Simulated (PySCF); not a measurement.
# UHF on He+ (helium, charge +1)

Configuration: 1s1, 2S determinant. Calculation: PySCF 2.14, in aug-cc-pV5Z; no relativity, point nucleus.

```json
{
  "Total energy": "-1.999943 hartree",
  "One-electron energy": "-1.9999 hartree",
  "Hartree (Coulomb) energy": "0.6249 hartree",
  "Exchange energy": "-0.6249 hartree",
  "Kinetic energy": "1.99986 hartree",
  "⟨S²⟩": "0.7500",
  "⟨L²⟩": "0.000",
  "Sum of ⟨r⟩": "0.7501 bohr",
  "Sum of ⟨r²⟩": "0.7503 bohr²",
  "Density at the nucleus (Gaussians lack the cusp)": "2.47 bohr⁻³",
  "Spin density at the nucleus": "2.47 bohr⁻³",
  "Langevin diamagnetic susceptibility": "-0.594 ×10⁻⁶ cm³/mol"
}
```

| shell | electrons | mean orbital energy (hartree) | rms radius, mean of both spins (bohr) |
| --- | --- | --- | --- |
| 1s α | 1 | -1.99994 | 0.866 |
